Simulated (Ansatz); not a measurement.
One change: `[OH][Ge][Br]` becomes `[OH][Sn][Br]`.

Ansatz, PBE0-D4/def2-TZVP geometries, multiplicity 1. Each molecule was computed in one conformer, which needn't be the lowest.

Elements past krypton have def2 core potentials. Scalar relativity is left out up to krypton.

```tsv
property	`[OH][Ge][Br]`
HOMO energy (ωB97M-V/def2-TZVPP) / eV	-9.99
size of the dipole moment (ωB97M-V/def2-TZVPP) / D	1.01
HOMO energy (PBE0/def2-TZVPP) / eV	-7.90
HOMO energy (B3LYP/def2-TZVPP) / eV	-7.70
HOMO–LUMO gap (B3LYP/def2-TZVPP) / eV	5.02
LUMO energy (B3LYP/def2-TZVPP) / eV	-2.68
```

(1) Give the same properties after the change, and the shifts. (Best estimate.)

## Answers

(1) Ansatz gave: 
```
                                          property  `[OH][Sn][Br]`  shift
             HOMO energy (ωB97M-V/def2-TZVPP) / eV           -9.54   0.45
size of the dipole moment (ωB97M-V/def2-TZVPP) / D            4.11   3.10
                HOMO energy (PBE0/def2-TZVPP) / eV           -7.48   0.42
               HOMO energy (B3LYP/def2-TZVPP) / eV           -7.30   0.40
             HOMO–LUMO gap (B3LYP/def2-TZVPP) / eV            4.49  -0.53
               LUMO energy (B3LYP/def2-TZVPP) / eV           -2.82  -0.14
```

With PBE0 the HOMO rises by 0.42 eV and the LUMO falls by 0.12 eV, so the gap narrows by about 0.54 eV. PBE moves the HOMO by 0.40 eV and ωB97M-V by 0.45 eV. Dipoles are sizes alone; their direction can turn.

B3LYP here is the variant with VWN-RPA as its local correlation; programs differ in this.

Spin–orbit coupling is left out; it splits and shifts lone-pair levels of the heavy atoms by tenths of an eV.
